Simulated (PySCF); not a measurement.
PySCF 2.14 output of an unrestricted r2SCAN calculation on a single atom or ion in aug-cc-pwCVDZ, with the non-relativistic Hamiltonian (point nucleus):

```
SCF conv_tol = 1e-09
number electrons alpha = 10  beta = 6
    J. W. Furness, A. D. Kaplan, J. Ning, J. P. Perdew, and J. Sun.,  J. Phys. Chem. Lett. 11, 8208-8215 (2020)
    J. W. Furness, A. D. Kaplan, J. Ning, J. P. Perdew, and J. Sun.,  J. Phys. Chem. Lett. 11, 9248-9248 (2020)
    J. W. Furness, A. D. Kaplan, J. Ning, J. P. Perdew, and J. Sun.,  J. Phys. Chem. Lett. 11, 8208-8215 (2020)
    J. W. Furness, A. D. Kaplan, J. Ning, J. P. Perdew, and J. Sun.,  J. Phys. Chem. Lett. 11, 9248-9248 (2020)
cycle= 1 E= -525.217970032732  delta_E= -0.00314  |g|= 0.00773  |ddm|= 0.0949
cycle= 2 E= -525.217990335554  delta_E= -2.03e-05  |g|= 0.0029  |ddm|= 0.0231
cycle= 3 E= -525.217991719035  delta_E= -1.38e-06  |g|= 0.000373  |ddm|= 0.00456
cycle= 4 E= -525.217991759337  delta_E= -4.03e-08  |g|= 4.74e-05  |ddm|= 0.000388
cycle= 5 E= -525.217991760336  delta_E= -1e-09  |g|= 2.94e-06  |ddm|= 0.000142
converged SCF energy = -525.217991760336  <S^2> = 6.0008209  2S+1 = 5.0003284
```

The run itself started from symmetry-adapted Hartree-Fock orbitals and held the occupation by maximum overlap, on a logarithmic radial grid, so the iterations belong to that start.

Which element, charge and spin multiplicity is this?

Ar²⁺ (argon, charge +2), multiplicity 5; the state was [Ne] 3s2 3p3 3d1, high-spin 5D determinant (an excited configuration).

The outer electron is Rydberg-like, and this basis confines it to a smaller radius and binds it less than a complete one would.
